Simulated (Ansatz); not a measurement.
Consider the redistribution: `[CH3][GaH][CH3]` + `CB[SiH2]CC` → `C[BH][GaH][CH3]` + `CC[SiH2]C`.

Isolated molecules relaxed with PBE0-D4/def2-TZVP in Ansatz; ΔE leaves out vibrations. CBS: MP2 limit from def2 TZ/QZ plus the TZ coupled-cluster correction, frozen cores. For Ga outer-core shells are correlated without core-valence functions, which leaves a few kJ/mol of doubt a bond. Scalar relativity is left out up to krypton. One conformer a species, not always the lowest.

`[CH3][GaH][CH3]`:

Cartesian coordinates in Å:
```
C -0.949 1.418 0.250
Ga 0.675 0.308 0.116
C 0.529 -1.609 -0.323
H -1.238 1.749 -0.753
H -0.795 2.310 0.859
H -1.790 0.850 0.654
H 2.094 0.954 0.360
H 0.329 -2.170 0.597
H 1.447 -2.008 -0.757
H -0.303 -1.802 -1.003
```

`CB[SiH2]CC`:

Z-matrix (Å, degrees):
```
C
B 1 1.554
H 1 1.091 2 116.7
H 1 1.094 2 113.7 3 129.6
H 1 1.104 2 103.8 3 -117.3
Si 2 2.020 1 124.8 3 17.7
H 2 1.202 1 117.4 3 -167.5
C 6 1.885 2 114.5 1 -16.4
H 6 1.498 2 106.8 1 105.3
H 6 1.495 2 110.1 1 -139.5
C 8 1.526 6 112.9 2 -65.7
H 8 1.095 6 108.8 2 171.5
H 8 1.096 6 108.3 2 56.7
H 11 1.093 8 111.8 6 179.2
H 11 1.093 8 111.3 6 -60.6
H 11 1.094 8 111.6 6 59.0
```

`C[BH][GaH][CH3]`:

Cartesian coordinates in Å:
```
C -0.700 0.555 -2.088
B -0.632 -0.570 -1.012
Ga -0.439 -0.293 1.043
C 1.274 -0.082 2.012
H 0.327 0.585 -2.492
H -1.333 0.305 -2.945
H -0.931 1.563 -1.741
H -0.636 -1.701 -1.430
H -1.721 -0.253 1.976
H 1.281 0.881 2.531
H 2.151 -0.135 1.366
H 1.359 -0.855 2.781
```

`CC[SiH2]C`:

```xyz
14

C     1.539   -0.677   -0.689
C     0.798   -0.686    0.645
Si   -1.025   -0.256    0.507
C    -1.282    1.455   -0.211
H     1.514    0.311   -1.155
H     2.590   -0.953   -0.570
H     1.094   -1.381   -1.397
H     1.265    0.017    1.345
H     0.877   -1.673    1.116
H    -1.699   -1.263   -0.365
H    -1.657   -0.331    1.856
H    -0.803    2.215    0.410
H    -2.347    1.694   -0.274
H    -0.864    1.527   -1.218
```

| species | HF/def2-TZVPP energy (Eh) |
| --- | --- |
| `[CH3][GaH][CH3]` | -2003.08177 |
| `CB[SiH2]CC` | -433.67200 |
| `C[BH][GaH][CH3]` | -2028.33144 |
| `CC[SiH2]C` | -408.42801 |

(1) Work out ΔE.

Largest T1 diagnostic among the species: 0.012.

Answers

(1) ΔE = (-2028.33144) + (-408.42801) − (-2003.08177) − (-433.67200) = -0.00568 Eh = -14.9 kJ/mol. CCSD(T)/CBS gives -13.0 kJ/mol.
